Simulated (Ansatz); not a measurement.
Single points on the cluster In3.

```yaml
crystal:
  periodic: [false, false, false]
  atoms:
    - {symbol: In, position_ang: [0.501115, -1.224458, 1.209037]}
    - {symbol: In, position_ang: [0.805139, 1.567611, -0.326604]}
    - {symbol: In, position_ang: [-1.306253, -0.343153, -0.882433]}
basis:
  gaussian: {orbitals: def2-TZVP, initial_orbitals: start.molden}
magnetization: {spin_polarized: true, initial_magnetization: 1}
correlation: {method: mp2}
scf: {omitted_lower_state_checks: [starts]}
output: {orbitals: {seedname: orbitals}}
```

The file start.molden holds the orbitals of an earlier run on this structure, at another level or in another basis.

```sh
$ ansatz run in.yaml --threads 2 --pin off --events-out ev --progress --plain --max-ram 4352MiB
```

Shortened log:

```
Functional definition: HF
1473 factors; integrals over basis functions are off by at most 3.7e-4 eV
mean field evaluation 1: about -15446.2500 eV, gradient 1.2e1 eV
mean field evaluation 2: about -15447.0240 eV, gradient 7.2e-1 eV
mean field evaluation 4: about -15447.0795 eV, gradient 2.4e-1 eV
mean field evaluation 8: about -15447.0802 eV, gradient 7.8e-5 eV
mean field -15447.08016096 eV, -567.6697255082 hartree, gradient 3.0e-6 eV, S^2 1.809426; 0 other end points of the search recorded, 0 dependent functions left out
12 core orbitals not correlated: weight in the atoms' cores, before any rotation towards them, 1.000 or more for the frozen orbitals, at most 0.000 for the correlated occupied ones
reference -15447.08016096 eV, -567.6697255082 hartree; 20, 19 occupied and 118, 119 virtual orbitals, 1473 factors
second order -21.82357203 eV of doubles, -0.00000000 eV of singles
Total energy: -15468.90373299 eV, -568.4717269877 hartree
Checks for a lower state left out: starts
```

It took 11 s on 2 threads of Intel Xeon Platinum 8259CL on a shared host.

First input, but with `hamiltonian: {xc: pbe}`, `correlation: {method: rpa}` and without the key `output` (abridged; 29 s):

```
Functional definition: PBE
mean field evaluation 16: about -15522.8952 eV, gradient 7.5e-2 eV
mean field evaluation 32: about -15522.9092 eV, gradient 2.4e-7 eV
mean field -15522.90918391 eV, -570.4563907030 hartree, gradient 3.2e-8 eV, S^2 1.305712; 1 other end points of the search recorded, 0 dependent functions left out
12 core orbitals not correlated: weight in the atoms' cores, before any rotation towards them, 1.000 or more for the frozen orbitals, at most 0.000 for the correlated occupied ones
Total energy: -15475.84350371 eV, -568.7267588579 hartree
Checks for a lower state left out: starts
```

The first input with `hamiltonian: {xc: {name: BHLYP}, dispersion: d4}` and without the key `correlation` (abridged; 30 s):

```
Functional definition: BHLYP
mean field -15515.88194197 eV, -570.1981443250 hartree, gradient 4.1e-6 eV, S^2 1.595851
Total energy: -15516.17713557 eV, -570.2089924897 hartree
Checks for a lower state left out: starts
```

First input, but with `hamiltonian: {xc: {name: wB97X-V}}` and without the key `correlation` (abridged; 71 s):

```
Functional definition: wB97X-V
mean field evaluation 16: about -15519.8167 eV, gradient 4.1e-6 eV
mean field -15519.81674444 eV, -570.3427456486 hartree, gradient 4.1e-6 eV, S^2 1.616095
Total energy: -15519.81674535 eV, -570.3427456819 hartree
Checks for a lower state left out: starts
```

As the first input, with `hamiltonian: {xc: hf}` and without the key `correlation` (abridged; 21 s):

```
Functional definition: HF
mean field evaluation 16: about -15447.0796 eV, gradient 4.8e-6 eV
mean field -15447.07957857 eV, -567.6697041057 hartree, gradient 4.8e-6 eV, S^2 1.809425
Total energy: -15447.07957857 eV, -567.6697041057 hartree
Checks for a lower state left out: starts
```

As the first input, with `hamiltonian: {xc: {name: B2PLYP}}` and without the key `correlation`, `output` (abridged; 22 s):

```
Functional definition: B2PLYP
mean field -15497.84992997 eV, -569.5354801065 hartree, gradient 2.1e-6 eV, S^2 1.639879
12 core orbitals not correlated: weight in the atoms' cores, before any rotation towards them, 1.000 or more for the frozen orbitals, at most 0.000 for the correlated occupied ones
second order -26.55660935 eV of doubles, -0.00000000 eV of singles
Total energy: -15505.02034281 eV, -569.7989879179 hartree
Checks for a lower state left out: starts
```

As the first input, with `gaussian: {orbitals: def2-TZVPD, initial_orbitals: start.molden}`, `hamiltonian: {xc: pbe, dispersion: d4}` and without the key `correlation` (abridged; 29 s):

```
Functional definition: PBE
mean field evaluation 16: about -15522.9194 eV, gradient 2.1e-1 eV
mean field evaluation 32: about -15522.9230 eV, gradient 1.1e-5 eV
mean field -15522.92303390 eV, -570.4568996807 hartree, gradient 9.1e-6 eV, S^2 1.307070; 1 other end points of the search recorded, 0 dependent functions left out
Total energy: -15523.04025981 eV, -570.4612076534 hartree
Checks for a lower state left out: starts
```

Geometry: r2SCAN-D4/def2-SVP.

In the def2 sets In takes a core potential; there is no spin–orbit coupling. Correlated methods freeze 12 core orbitals; core or outer-core shells of In are correlated, in sets that lack core-valence functions. At MP2/def2-TZVP, RPA@PBE/def2-TZVP, BHLYP-D4/def2-TZVP, ωB97X-V/def2-TZVP and others the charge 0 doublet is spin-contaminated (final ⟨S²⟩ up to 1.81, 0.75 for a pure state). At PBE0-D4/def2-TZVP a quartet of charge 0 lies 0.21 eV below the doublet, each at its own geometry. The structure comes from a short search, and lower isomers may exist.
